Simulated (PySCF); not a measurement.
C7H15P.
Structure used (PBE0-D3(BJ)/def2-SVP), in Å, numbered top down from 1:
```
atom  x, y, z in Å
C1    -3.3366    0.4453   -1.3315
C2    -2.5522    0.2742   -0.2589
C3    -2.8245   -0.7625    0.7890
P4    -1.0779    1.3730   -0.1166
C5     0.3017    0.1219   -0.2453
C6     1.6515    0.7176    0.1328
C7     2.8116   -0.2536   -0.0501
C8     4.1591    0.3429    0.3232
H9    -4.2156   -0.1867   -1.5023
H10   -3.1272    1.2228   -2.0720
H11   -2.9614   -0.2918    1.7765
H12   -3.7278   -1.3474    0.5572
H13   -1.9809   -1.4646    0.8906
H14   -1.0645    1.4691    1.3132
H15    0.3149   -0.2087   -1.2981
H16    0.0932   -0.7719    0.3657
H17    1.8360    1.6262   -0.4682
H18    1.6239    1.0557    1.1848
H19    2.6242   -1.1584    0.5551
H20    2.8324   -0.5956   -1.1000
H21    4.1800    0.6530    1.3805
H22    4.9779   -0.3767    0.1718
H23    4.3827    1.2346   -0.2844
```

The closed-shell ground state was solved at several levels (PySCF, density fitting, gas phase, non-relativistic).

| level | basis functions | total energy (Eh) | HOMO (eV) | LUMO (eV) | gap (eV) | dipole (D) |
| --- | --- | --- | --- | --- | --- | --- |
| CAM-B3LYP/pcSseg-1 | 218 | -616.8969 | -8.03 | 1.08 | 9.11 | 1.44 |
| PBE0/pcSseg-1 | 218 | -616.5839 | -6.73 | -0.11 | 6.62 | 1.53 |

(1) What might CAM-B3LYP/def2-SVPD (284 basis functions) give for the same quantities?

(2) Over all these levels, which gives the widest orbital gap and which the narrowest?

(3) How far do the dipole and the HOMO energy spread over the levels?

## Answers

(1) Total energy -616.6503 Eh, HOMO -8.02 eV, LUMO 0.96 eV, gap 8.98 eV, dipole 1.47 D.

(2) CAM-B3LYP/pcSseg-1 (range-separated hybrid) has the widest, 9.11 eV, and PBE0/pcSseg-1 (global hybrid, 25 % exact exchange) the narrowest, 6.62 eV. The two share the basis. From the narrowest to the widest the HOMO moves by -1.30 eV and the LUMO by +1.19 eV.

(3) The dipole runs from 1.44 to 1.53 D (mean 1.48 D) and the HOMO from -8.03 to -6.73 eV.

One conformer stands for the species.
